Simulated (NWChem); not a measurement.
System meant: C5H5F; SMILES C1C(C1)(F)C#C

Here is an NWChem input.

```
start job
memory heap 200 mb stack 900 mb global 1100 mb
geometry units angstroms noautoz
  C     -0.200934    -2.406232     0.000000
  C     -0.029045    -1.207526     0.000000
  C      0.168389     0.220240     0.000000
  F      1.481889     0.584571     0.000000
  C     -0.755982     1.130421    -0.751206
  C     -0.755982     1.130421     0.751206
  H     -0.349631    -3.470470     0.000000
  H     -0.267352     1.966796    -1.257292
  H     -1.597200     0.682703    -1.285065
  H     -1.597200     0.682703     1.285065
  H     -0.267352     1.966796     1.257292
end
basis spherical
  C library def2-svp
  F library def2-svp
  H library def2-svp
end
dft
  xc pbe0
  iterations 4
  mulliken
end
task dft energy
```

End of the output:

```
    Atom       Charge   Shell Charges
 -----------   ------   -------------------------------------------------------
    1 C    6     6.07   1.97  0.63  0.36  1.83  1.24  0.05
    2 C    6     6.03   1.97  0.64  0.30  1.86  1.18  0.07
    3 C    6     5.95   1.96  0.57  0.27  1.89  1.03  0.22
    4 F    9     9.10   1.98  1.02  0.74  3.21  2.14  0.01
    5 C    6     6.04   1.96  0.57  0.30  1.93  1.19  0.09
    6 C    6     6.04   1.96  0.57  0.30  1.93  1.19  0.09
    7 H    1     0.95   0.60  0.27  0.08
    8 H    1     0.95   0.63  0.26  0.07
    9 H    1     0.96   0.63  0.26  0.07
   10 H    1     0.96   0.63  0.26  0.07
   11 H    1     0.95   0.63  0.26  0.07

 center of mass
 --------------
 x =   0.12409437 y =  -0.02616405 z =   0.00000000

 moments of inertia (a.u.)
 ------------------
         591.555973366137           0.000000000000           0.000000000000
           0.000000000000         290.747943626147           0.000000000000
           0.000000000000           0.000000000000         739.044352023410

     Multipole analysis of the density
     ---------------------------------

     L   x y z        total         alpha         beta         nuclear
     -   - - -        -----         -----         ----         -------
     0   0 0 0     -0.000000    -22.000000    -22.000000     44.000000

     1   1 0 0     -0.673830     -0.336915     -0.336915      0.000000
     1   0 1 0      0.051793      0.025897      0.025897      0.000000
     1   0 0 1     -0.000000     -0.000000     -0.000000     -0.000000

     2   2 0 0    -27.160615    -71.477246    -71.477246    115.793877
     2   1 1 0      0.293497      2.850370      2.850370     -5.407242
     2   1 0 1      0.000000      0.000000      0.000000      0.000000
     2   0 2 0    -21.238044   -158.604945   -158.604945    295.971845
     2   0 1 1      0.000000      0.000000      0.000000      0.000000
     2   0 0 2    -25.664734    -36.465806    -36.465806     47.266878

 ------------------------------------------------------------------------
 dft energy failed                                                                                  0
 ------------------------------------------------------------------------
 ------------------------------------------------------------------------
  current input line :
    26: task dft energy
 ------------------------------------------------------------------------
 ------------------------------------------------------------------------
 This type of error is most commonly associated with calculations not reaching convergence criteria
 ------------------------------------------------------------------------
 For more information see the NWChem manual at https://nwchemgit.github.io

0:dft energy failed:Received an Error in Communication
```

### Question
Find the fault in this run and fix the input.

### Answer
Convergence was not reached. Cause: the SCF was allowed too few iterations. This input runs:
```
start job
memory heap 200 mb stack 900 mb global 1100 mb
geometry units angstroms noautoz
  C     -0.200934    -2.406232     0.000000
  C     -0.029045    -1.207526     0.000000
  C      0.168389     0.220240     0.000000
  F      1.481889     0.584571     0.000000
  C     -0.755982     1.130421    -0.751206
  C     -0.755982     1.130421     0.751206
  H     -0.349631    -3.470470     0.000000
  H     -0.267352     1.966796    -1.257292
  H     -1.597200     0.682703    -1.285065
  H     -1.597200     0.682703     1.285065
  H     -0.267352     1.966796     1.257292
end
basis spherical
  C library def2-svp
  F library def2-svp
  H library def2-svp
end
dft
  xc pbe0
  iterations 150
  mulliken
end
task dft energy
```
It converges to -292.72290 Ha (PBE0/def2-SVP).
